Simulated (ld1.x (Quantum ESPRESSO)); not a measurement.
Cutoff test, Hg, TM

mercury, norm-conserving Troullier–Martins (Kleinman–Bylander form), made with ld1.x (Quantum ESPRESSO) 7.5 (PBE, scalar-relativistic). Core [Xe] 4f14, reference 5d10 6s1.5 6p0.5. Waves: 6s (bound): rc 1.85 bohr; 5d (bound): rc 2.10 bohr; 6p (bound): rc 2.45 bohr. Local part: the p channel. Core correction: none.

The pseudo-atom Hamiltonian at the reference potential is diagonalised in spherical Bessel functions j_l(qr) that vanish at 20 bohr, with q² up to the cutoff. All-electron valence levels (Ry): 6s -0.5637, 5d -0.8100, 6p -0.1194.

Q: How do the lowest levels (Ry) of each channel move with the cutoff, and are there ghosts?

A:

```json
{"cutoff (Ry)": "8", "s #1": "-0.5484", "s #2": "-0.0248", "d #1": "0.0357", "d #2": "0.1105", "p #1": "-0.1186", "f #1": "0.0933", "Σ f·Δε (mRy)": "8479.7"}
{"cutoff (Ry)": "12", "s #1": "-0.5498", "s #2": "-0.0249", "d #1": "0.0033", "d #2": "0.0603", "p #1": "-0.1190", "f #1": "0.0933", "Σ f·Δε (mRy)": "8154.1"}
{"cutoff (Ry)": "21", "s #1": "-0.5610", "s #2": "-0.0255", "d #1": "-0.5803", "d #2": "0.0423", "p #1": "-0.1193", "f #1": "0.0933", "Σ f·Δε (mRy)": "2300.9"}
{"cutoff (Ry)": "30", "s #1": "-0.5620", "s #2": "-0.0256", "d #1": "-0.7683", "d #2": "0.0418", "p #1": "-0.1193", "f #1": "0.0933", "Σ f·Δε (mRy)": "419.3"}
{"cutoff (Ry)": "40", "s #1": "-0.5631", "s #2": "-0.0257", "d #1": "-0.8081", "d #2": "0.0417", "p #1": "-0.1193", "f #1": "0.0933", "Σ f·Δε (mRy)": "19.5"}
{"cutoff (Ry)": "50", "s #1": "-0.5635", "s #2": "-0.0257", "d #1": "-0.8098", "d #2": "0.0417", "p #1": "-0.1193", "f #1": "0.0933", "Σ f·Δε (mRy)": "1.8"}
{"cutoff (Ry)": "70", "s #1": "-0.5637", "s #2": "-0.0257", "d #1": "-0.8099", "d #2": "0.0417", "p #1": "-0.1193", "f #1": "0.0933", "Σ f·Δε (mRy)": "0.7"}
{"cutoff (Ry)": "90", "s #1": "-0.5637", "s #2": "-0.0257", "d #1": "-0.8100", "d #2": "0.0417", "p #1": "-0.1193", "f #1": "0.0933", "Σ f·Δε (mRy)": "0.2"}
{"cutoff (Ry)": "400", "s #1": "-0.5637", "s #2": "-0.0257", "d #1": "-0.8100", "d #2": "0.0417", "p #1": "-0.1193", "f #1": "0.0933", "Σ f·Δε (mRy)": "0.0"}
```

Result: no extra level below or beside the all-electron valence levels (s, d, p, f tested); 10 mRy is reached at 45 Ry and 1 mRy at 70 Ry.
